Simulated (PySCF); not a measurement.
**Polarisability and C₆ of Ta²⁺ (tantalum, charge +2)**

[Xe] 4f14 5d3, high-spin 4F determinant. All numbers are calculated (PySCF 2.14, scalar relativity through the core potential, in aug-cc-pwCVTZ-PP with ECP60MDF (8s8p7d4f3g, 122 functions)). Coupled (time-dependent) response in atomic units; α is the mean over directions.

```json
{"method": "PBE0", "mean α (bohr³)": "14.16", "C₆ (like pair)": "78.52", "S(−4)": "114.5"}
```

S(−4) is the Cauchy moment in α(ω) = α(0) + S(−4) ω² + …

Spin-orbit coupling is absent.

α(iu) at PBE0:

```tsv
u (hartree)	α(iu) (bohr³)
0	14.16
0.0500	13.88
0.100	13.16
0.200	11.19
0.300	9.412
0.500	6.961
0.750	5.122
1.00	3.954
1.50	2.562
2.00	1.782
3.00	0.9853
5.00	0.4165
```

A single London oscillator, α(iu) = α/(1 + u²/ω²), gives C₆ = (3/4) ω α². Matching the computed C₆ needs ω = 4 × 78.52 / (3 × 14.16²) = 0.522 hartree.

For an ion, C₆ is the dispersion term alone; charge-induced terms of lower order in 1/R come first.

Energies and moments cover only the electrons outside the core potential. Spin-orbit coupling, absent here, splits the open shell strongly.
